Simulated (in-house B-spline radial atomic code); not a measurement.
Configurations of the rhodium ion Rh²⁺, with energies counted from [Kr] 4d7. Level of theory: scalar-relativistic (X2C) HSE06, spin-polarised, spherical fractional occupations, exact exchange averaged over the configuration, Fermi nucleus of rms radius 4.4945 fm; calculated with an all-electron radial atomic-structure program (B-spline basis). Shells without spins written out take the highest spin.

Occupations are held fixed; configurations that lie above the ionisation limit could autoionise.

```
            configuration  E - E(ref) (eV)  highest orbital  its <r> (bohr)
             [Kr] 4d6 5s1           4.7362            5s up           2.567
             [Kr] 4d6 4f1           22.361            4f up           5.239
[Ar] 3d10 4s2 4p5 4d7 5f1           72.387            5f up           8.951
```

Q: Order these further configurations by energy, lowest first.
A. [Kr] 4d6 5f1
B. [Ar] 3d10 4s2 4p5 4d7 4f1
C. [Kr] 4d6 5p1
D. [Ar] 3d10 4s2 4p5 4d7 5d1

A: C (11.203 eV), A (25.035 eV), D (66.226 eV), B (69.717 eV).
